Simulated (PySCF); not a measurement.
C5H6OS.
Numbering: `[CH3:1][S:2][c:3]1[cH:4][cH:5][cH:6][o:7]1` (hydrogens: H8, H9, H10 on C1; H11 on C4; H12 on C5; H13 on C6)

The same species was optimised twice, with GFN2-xTB and with PBE0-D3(BJ)/def2-SVP (PySCF), and the same property calculations (PySCF, gas phase) were run on both structures.

```
     coordinate  GFN2-xTB  PBE0-D3(BJ)/def2-SVP  change
      C4–C5 (Å)     1.416                 1.431  +0.015
      C1–S2 (Å)     1.817                 1.804  -0.013
      C6–O7 (Å)     1.352                 1.359  +0.007
      C3–C4 (Å)     1.366                 1.369  +0.003
      C5–C6 (Å)     1.358                 1.360  +0.002
      C3–O7 (Å)     1.346                 1.348  +0.002
      S2–C3 (Å)     1.748                 1.747  -0.001
   C3–O7–C6 (°)     106.7                 107.6    +0.9
   S2–C3–C4 (°)     129.9                 130.7    +0.8
   C1–S2–C3 (°)      99.7                 100.5    +0.8
   C5–C6–O7 (°)     110.6                 110.0    -0.6
   C4–C3–O7 (°)     110.9                 110.4    -0.5
   S2–C3–O7 (°)     119.2                 118.9    -0.3
   C4–C5–C6 (°)     106.4                 106.4     0.0
   C3–C4–C5 (°)     105.5                 105.6    +0.1
C1–S2–C3–C4 (°)       180                   180       0
```

Rotational constants: A = 5761, B = 1631, C = 1282 MHz (GFN2-xTB) against A = 5765, B = 1616, C = 1273 MHz (PBE0-D3(BJ)/def2-SVP). Point groups within 0.08 Å: Cs and Cs. Atoms that the bonding makes alike are paired by their places after alignment.

On the GFN2-xTB structure: HOMO (eV) -5.74 [PBE0/pcSseg-1]; LUMO (eV) 0.38 [PBE0/pcSseg-1]; dipole (D) 1.12 [PBE0/pcSseg-1]; GIAO shielding of C1 (ppm) 169.2 [PBE0/pcSseg-1]; GIAO shielding of S2 (ppm) 503.7 [PBE0/pcSseg-1]; GIAO shielding of C3 (ppm) 32.6 [PBE0/pcSseg-1]; GIAO shielding of C4 (ppm) 77.5 [PBE0/pcSseg-1]; GIAO shielding of C5 (ppm) 67.5 [PBE0/pcSseg-1]; GIAO shielding of C6 (ppm) 41.1 [PBE0/pcSseg-1]; GIAO shielding of O7 (ppm) 38.8 [PBE0/pcSseg-1].

Q: What do these properties become on the PBE0-D3(BJ)/def2-SVP structure?

A: 
```
                                    property          level  on GFN2-xTB  on PBE0-D3(BJ)/def2-SVP  change
                                   HOMO (eV)  PBE0/pcSseg-1        -5.74                    -5.77   -0.03
                                   LUMO (eV)  PBE0/pcSseg-1         0.38                     0.37   -0.01
                                  dipole (D)  PBE0/pcSseg-1         1.12                     1.13   +0.01
energy, GFN2-xTB geometry as zero (kcal/mol)  PBE0/pcSseg-1          0.0                     -0.4    -0.4
                  GIAO shielding of C1 (ppm)  PBE0/pcSseg-1        169.2                    168.1    -1.1
                  GIAO shielding of S2 (ppm)  PBE0/pcSseg-1        503.7                    505.0    +1.3
                  GIAO shielding of C3 (ppm)  PBE0/pcSseg-1         32.6                     32.1    -0.5
                  GIAO shielding of C4 (ppm)  PBE0/pcSseg-1         77.5                     76.1    -1.4
                  GIAO shielding of C5 (ppm)  PBE0/pcSseg-1         67.5                     65.9    -1.6
                  GIAO shielding of C6 (ppm)  PBE0/pcSseg-1         41.1                     39.6    -1.5
                  GIAO shielding of O7 (ppm)  PBE0/pcSseg-1         38.8                     34.9    -3.9
```

The heavy atoms differ by 0.010 Å rms after alignment. Among bonds between heavy atoms C4–C5 changes most (+0.015 Å). Changes are differences of the printed values. Neither structure is proved a minimum here.

The values belong to the conformer `[CH3:1][S:2][c:3]1[cH:4][cH:5][cH:6][o:7]1`: C1–S2–C3–C4 180°.
